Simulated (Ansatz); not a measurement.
The cluster BiB10⁻, relaxed as a singlet with RKS PBE-D4/def2-SVPD in Ansatz, starting from the GFN1-xTB geometry. Force threshold 0.02 eV/Å.

In the def2 sets Bi takes a core potential; there is no spin–orbit coupling. The restricted singlet is unstable towards broken spin symmetry in Hartree–Fock (as tested in another run); at PBE-D4/def2-SVPD this wasn't settled. Another isomer (singlet) lies 3.67 eV lower at PBE0-D4/def2-TZVPD; other spin states weren't run for this one.

Start:

Cartesian coordinates in Å:
```
Bi -0.140 -2.375 -1.650
B -1.255 -0.278 -1.832
B -1.778 -0.906 -0.500
B 0.686 -0.690 2.453
B 1.341 0.600 2.109
B -0.589 1.103 -2.078
B -0.308 -1.606 1.794
B 1.176 2.271 -0.291
B 0.402 2.101 -1.549
B -1.083 -1.903 0.483
B 1.548 1.683 1.061
```

```csv
step,energy (eV),largest force component (eV/Å),SCF passes
1,-12580.8337,1.407,48
2,-12581.2435,0.896,32
3,-12581.3202,0.195,26
4,-12581.3797,0.383,33
5,-12581.4314,0.340,35
6,-12581.4964,0.256,35
7,-12581.5699,0.298,34
8,-12581.6637,0.276,33
9,-12581.7767,0.244,33
10,-12581.8973,0.332,35
11,-12582.1812,0.992,46
12,-12582.7252,0.758,37
13,-12583.0934,0.780,30
14,-12583.1461,0.877,29
15 (rejected),-12582.9602,2.357,30
16,-12583.2562,0.199,30
17,-12583.2601,0.183,31
18,-12583.2677,0.026,24
19,-12583.2681,0.013,25
```

Force components are those of the run's own axes.

End:

Cartesian coordinates in Å:
```
Bi 0.724 -0.627 -1.288
B -1.770 -0.125 -1.908
B -1.753 -1.191 -0.758
B 0.542 -0.830 3.231
B 1.194 -0.071 2.035
B -0.934 1.150 -2.309
B -0.119 -1.365 1.925
B 1.278 1.784 -0.504
B 0.314 1.921 -1.733
B -0.959 -1.523 0.553
B 1.483 0.877 0.758
```

Bonds formed: Bi1–B6, Bi1–B8, Bi1–B9, Bi1–B11, B5–B7 (atoms count from 1).

No frequencies were taken in this run, so the end may be a saddle point.

Run time 76 s (4 threads of Arm Neoverse V1 on a shared host).
